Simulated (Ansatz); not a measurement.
Molecule: sum formula SiN2H6 (charge 0, singlet). 
Structure (B3LYP-D3(BJ)/def2-TZVP (Ansatz, a program for electronic structure) minimum search):
```xyz
9

Si     0.0195    -0.4378    -0.1029
N      1.3660     0.5720    -0.4677
N     -1.3998     0.1869     0.6462
H      0.5367    -1.4591     0.8334
H     -0.4283    -0.9755    -1.4059
H      1.9937     0.8943     0.2518
H      1.3509     1.2078    -1.2495
H     -1.4228     0.4074     1.6293
H     -2.0665     0.7416     0.1328
```

Basis-set convergence of Hartree-Fock and CCSD(T) correlation energies (hartree) with Ansatz. Valence correlation only, unless marked. Spin-orbit coupling is left out. Non-relativistic.

| basis | functions | E(HF) | E(corr, CCSD(T)) | rough core time |
|---|---|---|---|---|
| aug-cc-pV(D+d)Z | 132 | -401.40486 | -0.53104 | under 20 s |
| aug-cc-pV(T+d)Z | 285 | … | … | 70 s |

**Question.** Fill in the missing entries.

**Answer.** 
- aug-cc-pV(T+d)Z, E(HF): -401.45244
- aug-cc-pV(T+d)Z, E(corr, CCSD(T)): -0.62798
